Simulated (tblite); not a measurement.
A tight-binding relaxation on `N(B(F)B(C)C)(B)C1CC1`.

Computed with GFN2-xTB geometry optimisation, gas phase (tblite 0.8.0). Start geometry: from a force field or distance geometry. The input is one job of a driver script: a line of settings, then coordinates in Å.

Command:
```bash
OMP_NUM_THREADS=1 python probes_run.py task.json out
```

Input:
```
{"job": {"kind": "relax", "xc": "GFN2-xTB", "basis": "xTB"}, "charge": 0, "multiplicity": 1}
B      1.395300     1.536600    -1.330200
N      0.839700     0.370100    -0.523300
B     -0.235700     0.897100     0.422200
F      0.074000     1.875800     1.439100
B     -1.814400     0.373600     0.251200
C     -2.946400     0.936200     1.214100
C     -2.168000    -0.674200    -0.901200
C      1.937200    -0.195800     0.294600
C      1.722300    -1.665800     0.656100
C      2.707400    -1.290700    -0.426200
H      1.906400     2.456700    -0.798600
H      1.347700     1.493600    -2.507200
H     -2.689500     0.685200     2.276200
H     -3.001900     2.038900     1.108500
H     -3.930600     0.501000     0.971600
H     -1.595600    -1.610100    -0.720400
H     -3.251200    -0.911700    -0.883000
H     -1.903400    -0.258800    -1.887700
H      2.487000     0.437100     1.024100
H      0.785700    -2.119700     0.278700
H      2.183000    -1.961400     1.618200
H      2.365900    -1.522100    -1.459200
H      3.780500    -1.364700    -0.107300
```

Problem. Give the output.

Solution. 
```
step      E/eV     max force
  0    -779.80978    2.690
  1    -780.15473    1.706
  2    -780.37717    1.640
  3    -780.42390    0.492
  4    -780.45267    0.378
  5    -780.47463    0.442
  6    -780.50096    0.536
  7    -780.52594    0.389
  8    -780.54899    0.415
  9    -780.57856    0.538
... (143 lines left out)
153    -782.25421    0.024
154    -782.25434    0.025
155    -782.25446    0.028
156    -782.25463    0.024
157    -782.25474    0.021
158    -782.25484    0.017
159    -782.25490    0.015
160    -782.25494    0.013
161    -782.25496    0.010
162    -782.25498    0.007
```

«max force» is the largest atomic force in eV/Å.

Problem. From which step on does the largest force stay under 0.1 eV/Å, and how much energy is left to gain from there?

Solution. From step 97 (0.073 eV/Å), 28.3 meV above the end.

Summary of the converged run: energy lowered by 56.4 kcal/mol over 162 steps; largest atomic force 0.007 eV/Å at the end.

Problem. Give the final coordinates.

Solution. 1.076 Å rms from the input after alignment:
```
atom  x, y, z in Å
B1     0.7931    1.1118   -1.1473
N2     0.8305    0.3061    0.0027
B3    -0.3643   -0.0853    0.7030
F4    -0.1524   -0.7488    1.8518
B5    -1.9142    0.2497    0.1628
C6    -2.6900    1.5459    0.6308
C7    -2.6868   -0.7332   -0.8075
C8     2.1031   -0.0935    0.5651
C9     2.4400   -1.5489    0.6900
C10    3.1648   -0.6922   -0.3047
H11    1.7898    1.4648   -1.6486
H12   -0.2515    1.4240   -1.5713
H13   -3.1842    1.3119    1.5754
H14   -2.0440    2.3982    0.8286
H15   -3.4725    1.8600   -0.0567
H16   -2.4134   -1.7794   -0.6898
H17   -3.7697   -0.6534   -0.7390
H18   -2.4200   -0.4625   -1.8300
H19    2.4257    0.5563    1.3733
H20    1.7227   -2.2601    0.3105
H21    2.9599   -1.8824    1.5747
H22    2.9347   -0.8345   -1.3492
H23    4.1939   -0.4278   -0.1145
```

On an Arm Neoverse N1 with one thread, shared host with 64 logical CPUs at a one-minute load of 61, this took 2.5 s.
Labels such as C1 count atoms from 1, the log's own numbers from 0.
